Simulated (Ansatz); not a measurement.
Mulliken charges of C2H2BrN, SMILES `N#CCBr` from ωB97M-V/def2-TZVPP in Ansatz (PBE0-D4/def2-TZVP geometry).

```tsv
atom	x (Å)	y (Å)	z (Å)	charge (e)
N1	0.466	-1.957	0.836	-0.012
C2	0.273	-0.905	0.416	-0.167
C3	0.051	0.425	-0.100	-0.134
Br4	-1.557	0.505	-1.182	-0.034
H5	0.882	0.732	-0.733	0.174
H6	-0.073	1.135	0.716	0.174
```

By hand: the dipole of these point charges (1 e Å = 4.8032 D).

Σ q r = (0.136, 0.425, -0.029) e Å, of length 0.447 e Å = 2.15 D.

How does the dipole of the full density compare? (An estimate is asked.)

Ansatz gave: (0.098, 0.673, -0.123) e Å, 3.32 D; the point charges give 0.65 times that, at 11° from its direction.

Point charges leave out the atoms' own dipoles, such as those of lone pairs, and Mulliken's split depends on the basis, so the two needn't agree.
